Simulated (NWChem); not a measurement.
# H3O (+1)

SMILES: [OH3+]
```xyz
4

O      0.0000     0.0774     0.0000
H     -0.4720    -0.2067     0.8177
H     -0.4720    -0.2067    -0.8177
H      0.9443    -0.2062     0.0000
```
Charge +1, spin multiplicity 1.

Everything below was run with NWChem. All single points use one geometry, from B3LYP/def2-SVP, a minimum by its harmonic frequencies.

Symmetry labels belong to the abelian group Cs used in the runs, with the axes of the coordinates shown; states degenerate in a higher group split over its labels.

The structure started from a generated list of species.

Question: List the lowest 3 singlet excitations that TD-PBE/aug-cc-pVDZ gives, with oscillator strengths.

Answer: 
| state | symmetry | energy (eV) | wavelength (nm) | f |
|---|---|---|---|---|
| 1 | a' | 10.74 | 115 | 0.043 |
| 2 | a' | 13.13 | 94 | 0.013 |
| 3 | a" | 13.13 | 94 | 0.013 |
